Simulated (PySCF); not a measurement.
The same groups moved round the core (butadiene chloro+silyl). All species are isolated molecules in the gas phase. One relaxed conformer stands for each flexible species; it need not be the lowest. Strings in code marks are SMILES.

The HOMO from two functionals at the same geometries (CAM-B3LYP-D3(BJ)/def2-TZVP), both in PySCF: PBE-D3(BJ)/def2-TZVP and CAM-B3LYP-D3(BJ)/def2-TZVP. 

| species | PBE-D3(BJ)/def2-TZVP (eV) | CAM-B3LYP-D3(BJ)/def2-TZVP (eV) |
|---|---|---|
| `C=C(Cl)/C=C\[SiH3]` (Cl–C–C–C torsion 0°) | -6.15 | -8.37 |
| `C=C/C([SiH3])=C\Cl` (C–C–C–Si torsion 0°) | -6.01 | -8.23 |
| `C=C/C=C(\[SiH3])Cl` (C–C–C–C torsion 180°) | -5.89 | -8.09 |
| `C(/C=C/[SiH3])=C\Cl` (C–C–C–C torsion 180°) | -5.92 | -8.11 |

Over these rows, drawn at random from the members with no instability flagged (it was tested for open shells, ions and some series alone), PBE minus CAM-B3LYP-D3(BJ): mean +2.21 eV, from +2.18 eV to +2.23 eV.
